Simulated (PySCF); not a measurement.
NMR data simulated for an unnamed compound:

1H NMR (300 MHz, computed): δ 7.06 (m, 1H), 6.99 (m, 1H), 6.65 (m, 1H), 2.30 (s, 3H).

13C{1H} NMR (computed): δ 169.8 (C), 160.3 (C), 136.6 (CH), 118.1 (CH), 99.8 (CH), 23.8 (CH3).

Gas phase, one computed conformer, equivalent nuclei averaged, relativity neglected. NMR shieldings at PBE0/pcSseg-1/GIAO; structure optimised with GFN2-xTB; PySCF 2.14.

Scale: 1H (σ = 31.72 ppm) and 13C (σ = 186.93 ppm) against TMS (reference shieldings calculated alike).

Which of these does the molecule contain: an ester, an amide, an aldehyde, a methoxy group, a heteroaromatic ring?

Results:


- An ester: yes (δC 169.8).
- An amide: no.
- An aldehyde: no.
- A methoxy group: no.
- A heteroaromatic ring: yes.

The data belong to `o1c(OC(C)=O)ccc1`, C$_{6}$H$_{6}$O$_{3}$; they needn't prove each group on their own.

Carbon signals by region: 2 in the far downfield region (above 160 ppm), 2 in the sp2 and nitrile region (100–160 ppm), 1 at 50–100 ppm, 1 below 50 ppm. Above 160 ppm: 169.8, ester carbonyl carbon, 160.3, aromatic carbon bearing oxygen.

Shifts are as computed. Against solution values, carbons near 30 ppm lie about +3 ppm off and those near 130 ppm about +5 ppm. Of 1211 compounds with measured shifts, 218 miss one by over three times the rms of a fit or turn the order of signals round; such compounds aren't used in these exercises. Multiplicities follow the n + 1 count of equivalent neighbours, as no J values were calculated; m marks all less simple cases, F and P coupling included.
